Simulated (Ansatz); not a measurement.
Reaction (ligand exchange at the In–C bond): `[CH3][In]([OH])[Cl]` + silanol → `[OH][In]([Cl])[O][SiH3]` + CH₄

Program: Ansatz. Geometries: PBE0-D4/def2-TZVP. ΔE: electronic, gas phase. CCSD(T)/CBS adds triple-zeta CCSD(T) − MP2 to the extrapolated MP2 energy (def2 sets, frozen cores). This one scheme is used for every species. Functionals use def2-TZVPP. Elements past krypton have def2 core potentials. For In outer-core shells are correlated without core-valence functions, which leaves a few kJ/mol of doubt a bond. One conformer a species, not always the lowest.

CCSD(T)/CBS gives -0.53 eV.

(1) Another level gave -0.51 eV. Which?
A. ωB97X-V/def2-TZVPP
B. B97M-V/def2-TZVPP
C. r2SCAN0/def2-TZVPP
D. PBE0/def2-TZVPP

Largest T1 diagnostic among the species: 0.015.

## Answers

(1) A. ωB97X-V -0.51, r2SCAN0 -0.47, B97M-V -0.60, PBE0 -0.41 eV.

Leaving LDA and LC-ωPBE aside and taking each functional with its dispersion term where it has one, the values, not all of them listed here, spread over 0.17 eV, from B97M-V to PBE-D4. LDA lies +0.07 eV from PBE without D4. The D4 term adds −0.04 eV with B3LYP and −0.02 eV with PBE0; it sums over pairs of atoms, weighted by their polarisabilities, and B3LYP, whose exchange is more repulsive, gets the larger term. At CCSD(T), def2-SVP lies −0.16 eV from the extrapolated value and def2-TZVPP +0.02 eV.

B3LYP here is the variant with VWN-RPA as its local correlation; programs differ in this.
